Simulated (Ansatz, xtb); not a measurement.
## BFGeO: which of two isomers lies lower

We compare a, `F[B]1[O][Ge]1`, a singlet, with b, `O=[B][Ge][F]`, a singlet. Both are isolated molecules in the gas phase, relaxed with r2SCAN-D4/def2-SVP; the shapes shown needn't be the lowest conformers.

a (Å):

```tsv
atom	x (Å)	y (Å)	z (Å)
B	0.6253	0.1407	-0.2291
F	1.7396	0.8277	-0.4117
Ge	-0.8342	-1.2471	-0.2526
O	-0.4536	0.4845	0.4909
```

b (Å):

```yaml
atoms:
  - { symbol: B, position_ang: [0.9474, 0.5141, 0.4806] }
  - { symbol: F, position_ang: [-1.1163, 0.7459, 2.4571] }
  - { symbol: Ge, position_ang: [-0.5176, -0.6434, 1.5631] }
  - { symbol: O, position_ang: [1.7927, 1.0911, -0.1666] }
```

Question: Estimate E(b) − E(a) at the level CCSD(T)/def2-TZVPP.

Answer: Calculated at CCSD(T)/def2-TZVPP: E(b) − E(a) = +0.264 eV, so structure a lies lower.

How the difference moves with the method:

```tsv
level	geometry	E(b) − E(a) (eV)	departure from the last row (eV)	job, with rough time for the two
GFN2-xTB	GFN2-xTB	−0.815	−1.079	optimisation, 0.47 s
HF/STO-3G	GFN2-xTB	+0.816	+0.553	single point, 1.4 s
r2SCAN-D4/def2-SVP//GFN2-xTB	GFN2-xTB	+0.451	+0.188	single point, 6.6 s
r2SCAN-D4/def2-SVP	r2SCAN-D4/def2-SVP	+0.422	+0.158	optimisation, 48 s
HF/def2-TZVPP	r2SCAN-D4/def2-SVP	+0.147	−0.117	part of the CCSD(T) run
MP2/def2-TZVPP	r2SCAN-D4/def2-SVP	+0.276	+0.012	part of the CCSD(T) run
CCSD(T)/def2-TZVPP	r2SCAN-D4/def2-SVP	+0.264		single point, 3.6 min
```

As drawn, b has 1 B=O, 1 F–Ge in place of 1 B–F, 1 B–O, 1 Ge–O. Structure a has a 3-membered ring, b no ring.

GFN2-xTB puts the two in the other order. The largest departure from CCSD(T)/def2-TZVPP is that of GFN2-xTB, 1.079 eV.

With harmonic frequencies from r2SCAN-D4/def2-SVP (ideal gas, rigid rotor, one conformer each, 400 K, 1 atm): on the last row, ΔE + ΔZPE = +0.222, ΔH = +0.253, ΔG = +0.161 eV.

The correlated steps freeze 12 core orbitals; the filled d shell of Ge is correlated, in a basis made for valence electrons. Run with Ansatz 0.2.0, xtb 6.7.1; the last row on 1 thread of AMD EPYC (Zen 3) on a shared host.
